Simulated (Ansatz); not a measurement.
Frontier orbitals of C$_{3}$H$_{8}$GeO (`CC(C)[O][GeH]`).

```xyz
13

C    -1.3969   -0.0480    0.5374
C    -0.0283   -0.3089   -0.0573
C     0.0894    0.2034   -1.4781
O     0.9468    0.3430    0.7433
Ge    2.2289   -0.5919    1.5550
H    -1.4553   -0.4374    1.5559
H    -1.5933    1.0264    0.5700
H    -2.1762   -0.5267   -0.0604
H     0.1588   -1.3951   -0.0548
H     1.0798   -0.0117   -1.8848
H    -0.0622    1.2853   -1.5003
H    -0.6576   -0.2665   -2.1222
H     2.8661    0.7282    2.1964
```

The species carries charge 0 and has multiplicity 1. Correlated methods include outer-core shells of Ge, which these sets cover unevenly. Scalar relativity is left out up to krypton. The structure was optimised at the PBE0-D4/def2-TZVP level. It is one conformer, not always the lowest. Basis def2-TZVPP, the Gaussian-basis code of Ansatz.

```json
{"functional": "LDA (SPW92)", "HOMO (eV)": "-5.61", "LUMO (eV)": "-3.16", "gap (eV)": "2.45"}
{"functional": "PBE", "HOMO (eV)": "-5.49", "LUMO (eV)": "-2.93", "gap (eV)": "2.56"}
{"functional": "B97M-V", "HOMO (eV)": "-5.81", "LUMO (eV)": "-2.84", "gap (eV)": "2.97"}
{"functional": "PBE0", "HOMO (eV)": "-6.61", "LUMO (eV)": "-2.14", "gap (eV)": "4.47"}
{"functional": "B3LYP", "HOMO (eV)": "-6.45", "LUMO (eV)": "-2.37", "gap (eV)": "4.08"}
{"functional": "r2SCANh", "HOMO (eV)": "-6.17", "LUMO (eV)": "-2.56", "gap (eV)": "3.61"}
{"functional": "ωB97M-V", "HOMO (eV)": "-8.78", "LUMO (eV)": "-0.18", "gap (eV)": "8.60"}
```

A quarter of exact exchange (PBE0) shifts PBE's HOMO by −1.12 eV and its LUMO by +0.79 eV; full exchange at long range (ωB97M-V) shifts them by −3.29 and +2.75 eV. The gap opens from 2.56 to 8.61 eV, since occupied levels lose self-interaction and empty ones feel all the electrons.

B3LYP here is the variant with VWN-RPA as its local correlation; programs differ in this.
